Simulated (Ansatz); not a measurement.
A geometry relaxed with Ansatz (a program for electronic structure) with B3LYP-D3(BJ)/def2-TZVP, charge 0, multiplicity 1:

```xyz
7

C      1.9302    -0.4825     0.0483
C      0.7709    -0.1529     0.0426
H     -1.4673     0.4355     1.4283
H      2.9531    -0.7759     0.0517
Cl    -2.1041    -1.0355    -0.9696
H     -1.1111     1.6530    -0.6449
Si    -0.9717     0.3584     0.0436
```

Task: Write the SMILES of this molecule.

Result: `C#C[SiH2]Cl`
